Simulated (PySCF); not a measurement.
Compound: C4H2F6.
Numbering: `[CH2:1]=[C:2]([F:3])[C:4]([F:5])([F:6])[C:7]([F:8])([F:9])[F:10]` (hydrogens: H11, H12 on C1)

The same species was optimised twice, with GFN2-xTB and with PBE0-D3(BJ)/def2-SVP (PySCF), and the same property calculations (PySCF, gas phase) were run on both structures.

```json
{"coordinate": "C2–F3 (Å)", "GFN2-xTB": "1.341", "PBE0-D3(BJ)/def2-SVP": "1.327", "change": "-0.014"}
{"coordinate": "C4–C7 (Å)", "GFN2-xTB": "1.558", "PBE0-D3(BJ)/def2-SVP": "1.545", "change": "-0.013"}
{"coordinate": "C7–F10 (Å)", "GFN2-xTB": "1.337", "PBE0-D3(BJ)/def2-SVP": "1.328", "change": "-0.009"}
{"coordinate": "C2–C4 (Å)", "GFN2-xTB": "1.516", "PBE0-D3(BJ)/def2-SVP": "1.507", "change": "-0.009"}
{"coordinate": "C4–F6 (Å)", "GFN2-xTB": "1.351", "PBE0-D3(BJ)/def2-SVP": "1.342", "change": "-0.009"}
{"coordinate": "C4–F5 (Å)", "GFN2-xTB": "1.353", "PBE0-D3(BJ)/def2-SVP": "1.345", "change": "-0.008"}
{"coordinate": "C1=C2 (Å)", "GFN2-xTB": "1.317", "PBE0-D3(BJ)/def2-SVP": "1.325", "change": "+0.008"}
{"coordinate": "C7–F9 (Å)", "GFN2-xTB": "1.328", "PBE0-D3(BJ)/def2-SVP": "1.324", "change": "-0.004"}
{"coordinate": "C7–F8 (Å)", "GFN2-xTB": "1.327", "PBE0-D3(BJ)/def2-SVP": "1.324", "change": "-0.003"}
{"coordinate": "F5–C4–F6 (°)", "GFN2-xTB": "106.5", "PBE0-D3(BJ)/def2-SVP": "108.7", "change": "+2.2"}
{"coordinate": "C2–C4–C7 (°)", "GFN2-xTB": "112.0", "PBE0-D3(BJ)/def2-SVP": "113.8", "change": "+1.8"}
{"coordinate": "C2–C4–F5 (°)", "GFN2-xTB": "111.8", "PBE0-D3(BJ)/def2-SVP": "110.0", "change": "-1.8"}
{"coordinate": "C4–C7–F9 (°)", "GFN2-xTB": "111.5", "PBE0-D3(BJ)/def2-SVP": "109.8", "change": "-1.7"}
{"coordinate": "F9–C7–F10 (°)", "GFN2-xTB": "107.7", "PBE0-D3(BJ)/def2-SVP": "108.9", "change": "+1.2"}
{"coordinate": "C4–C7–F8 (°)", "GFN2-xTB": "111.7", "PBE0-D3(BJ)/def2-SVP": "110.6", "change": "-1.1"}
{"coordinate": "F5–C4–C7 (°)", "GFN2-xTB": "108.3", "PBE0-D3(BJ)/def2-SVP": "107.1", "change": "-1.2"}
{"coordinate": "F8–C7–F10 (°)", "GFN2-xTB": "107.9", "PBE0-D3(BJ)/def2-SVP": "108.9", "change": "+1.0"}
{"coordinate": "C1–C2–C4–F5 (°)", "GFN2-xTB": "-118", "PBE0-D3(BJ)/def2-SVP": "-124", "change": "-6"}
{"coordinate": "C2–C4–C7–F8 (°)", "GFN2-xTB": "69", "PBE0-D3(BJ)/def2-SVP": "65", "change": "-4"}
```

Rotational constants: A = 1839, B = 1194, C = 1076 MHz (GFN2-xTB) against A = 1875, B = 1189, C = 1095 MHz (PBE0-D3(BJ)/def2-SVP). Point groups within 0.08 Å: C1 and C1.

On the GFN2-xTB structure: lowest singlet, TDDFT (eV) 7.39 [PBE0/def2-SVPD]; lowest triplet, Tamm–Dancoff (eV) 4.31 [PBE0/def2-SVPD]; isotropic polarisability (au) 53.7 [PBE0/def2-SVPD]; HOMO (eV) -8.76 [PBE0/def2-SVPD]; LUMO (eV) -1.08 [PBE0/def2-SVPD]; dipole (D) 2.35 [PBE0/def2-SVPD]; HOMO (eV) -8.67 [PBE0/pcSseg-1]; LUMO (eV) -0.91 [PBE0/pcSseg-1]; dipole (D) 2.21 [PBE0/pcSseg-1]; GIAO shielding of C1 (ppm) 80.7 [PBE0/pcSseg-1]; GIAO shielding of C2 (ppm) 20.4 [PBE0/pcSseg-1]; GIAO shielding of F3 (ppm) 288.9 [PBE0/pcSseg-1]; GIAO shielding of C4 (ppm) 70.4 [PBE0/pcSseg-1]; GIAO shielding of F5/F6 (mean) (ppm) 309.8 [PBE0/pcSseg-1]; GIAO shielding of C7 (ppm) 58.7 [PBE0/pcSseg-1]; GIAO shielding of F8/F9/F10 (mean) (ppm) 265.4 [PBE0/pcSseg-1].

Problem. What do these properties become on the PBE0-D3(BJ)/def2-SVP structure?

Solution. 
| property | level | on GFN2-xTB | on PBE0-D3(BJ)/def2-SVP | change |
| --- | --- | --- | --- | --- |
| lowest singlet, TDDFT (eV) | PBE0/def2-SVPD | 7.39 | 7.36 | -0.03 |
| lowest triplet, Tamm–Dancoff (eV) | PBE0/def2-SVPD | 4.31 | 4.25 | -0.06 |
| isotropic polarisability (au) | PBE0/def2-SVPD | 53.7 | 53.6 | -0.1 |
| HOMO (eV) | PBE0/def2-SVPD | -8.76 | -8.65 | +0.11 |
| LUMO (eV) | PBE0/def2-SVPD | -1.08 | -1.02 | +0.06 |
| dipole (D) | PBE0/def2-SVPD | 2.35 | 2.23 | -0.12 |
| energy, GFN2-xTB geometry as zero (kcal/mol) | PBE0/def2-SVPD | 0.0 | -1.0 | -1.0 |
| HOMO (eV) | PBE0/pcSseg-1 | -8.67 | -8.56 | +0.11 |
| LUMO (eV) | PBE0/pcSseg-1 | -0.91 | -0.85 | +0.06 |
| dipole (D) | PBE0/pcSseg-1 | 2.21 | 2.08 | -0.13 |
| energy, GFN2-xTB geometry as zero (kcal/mol) | PBE0/pcSseg-1 | 0.0 | -0.9 | -0.9 |
| GIAO shielding of C1 (ppm) | PBE0/pcSseg-1 | 80.7 | 79.3 | -1.4 |
| GIAO shielding of C2 (ppm) | PBE0/pcSseg-1 | 20.4 | 20.6 | +0.2 |
| GIAO shielding of F3 (ppm) | PBE0/pcSseg-1 | 288.9 | 290.1 | +1.2 |
| GIAO shielding of C4 (ppm) | PBE0/pcSseg-1 | 70.4 | 73.0 | +2.6 |
| GIAO shielding of F5/F6 (mean) (ppm) | PBE0/pcSseg-1 | 309.8 | 317.4 | +7.6 |
| GIAO shielding of C7 (ppm) | PBE0/pcSseg-1 | 58.7 | 60.4 | +1.7 |
| GIAO shielding of F8/F9/F10 (mean) (ppm) | PBE0/pcSseg-1 | 265.4 | 272.4 | +7.0 |

The heavy atoms differ by 0.077 Å rms after alignment. Among bonds between heavy atoms C2–F3 and C4–C7 change most and about equally (-0.014 to -0.013 Å). Changes are differences of the printed values. Neither structure is proved a minimum here.

Conformer computed: `[CH2:1]=[C:2]([F:3])[C:4]([F:5])([F:6])[C:7]([F:8])([F:9])[F:10]`: C1–C2–C4–F5 -124°, C2–C4–C7–F8 65°.
